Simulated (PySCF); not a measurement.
Magnetic shielding above rings: a mixed set.

Definitions: NICS(0) = −σiso at the ring centroid; NICS(1) = −σiso and NICS(1)zz = −σzz at ±1 Å along the ring normal z. Level: GIAO PBE0/pcSseg-1 (PySCF, non-relativistic, gas phase) on the GFN2-xTB geometries, one conformer each. Atom numbers follow the mapped SMILES.

**Question.** Order these rings by mean NICS(1)zz, lowest (most negative) first (ppm).
A. ring C6–C7–C8 in `[CH3:1][C:2]([CH3:3])([C:4]#[N:5])[c:6]1[cH:7][c:8]1=[O:9]`
B. ring C4–C5–C6–O7–C8–C10 in `[O:1]=[CH:2][O:3][c:4]1[cH:5][cH:6][o:7][c:8](=[O:9])[cH:10]1`
C. ring P2–C4–C5–C6 in `[CH2:1]=[P@@:2]1([CH3:3])[CH2:4][CH2:5][C@H:6]1[CH3:7]`
D. ring N2–C3–C4–N5–C6–C7 in `[CH3:1][n+:2]1[cH:3][cH:4][n:5][cH:6][cH:7]1` (charge +1)
E. ring N3–C4–C5–C6–C7 in `[CH:1]1=[CH:2][n:3]2[cH:4][cH:5][cH:6][c:7]2[CH2:8][O:9]1`
F. ring C3–C4–C5–C6–C7 in `[CH3:1][PH:2][CH:3]1[CH2:4][CH2:5][CH2:6][CH2:7]1`
G. ring C4–C5–C6–C9 in `[CH3:1][CH2:2][O:3][C@@H:4]1[CH2:5][C@H:6]([C:7]#[N:8])[C@H:9]1[F:10]`

**Answer.** D (-27.8), E (-25.2), A (-12.7), B (-6.2), F (-4.0), G (1.4), C (4.6).

| SMILES | ring | NICS(0) | NICS(1) | NICS(1)zz | HOMA | rms pucker (Å) | ring atoms with four or more neighbours |
| --- | --- | --- | --- | --- | --- | --- | --- |
| C[n+]1ccncc1 | 6-membered ring with 2 N; formal bonds all aromatic | -7.1 | -11.0 | -27.8 | 0.99 | 0.00 | 0 |
| C1=Cn2cccc2CO1 | 5-membered ring with N; formal bonds all aromatic | -11.9 | -9.7 | -25.2 | 0.90 | 0.00 | 0 |
| CC(C)(C#N)c1cc1=O | 3-membered carbocycle; bonds drawn aromatic by RDKit's count | -19.7 | -9.8 | -12.7 | 0.56 | 0.00 | 0 |
| O=COc1ccoc(=O)c1 | 6-membered ring with O; bonds drawn aromatic by RDKit's count | -2.5 | -4.0 | -6.2 | 0.13 | 0.00 | 0 |
| CPC1CCCC1 | 5-membered carbocycle; formal bonds all single | -5.4 | -4.1 | -4.0 | – | 0.18 | 5 |
| CCO[C@@H]1C[C@H](C#N)[C@H]1F | 4-membered carbocycle; formal bonds all single | -4.3 | -2.5 | 1.4 | – | 0.09 | 4 |
| C=[P@@]1(C)CC[C@H]1C | 4-membered ring with P; formal bonds all single | -0.4 | -0.9 | 4.6 | – | 0.12 | 4 |

NICS(0) gives another order. The isotropic NICS(1) gives another order. Over the 4 rings with a HOMA value its correlation coefficient with NICS(1)zz is -0.98. HOMA uses Krygowski's 1993 parameters; it is left out where a ring has a four-coordinate atom, a triple bond, no multiple bond or a kind of bond without parameters. NICS(1) and NICS(1)zz are means over the two faces.
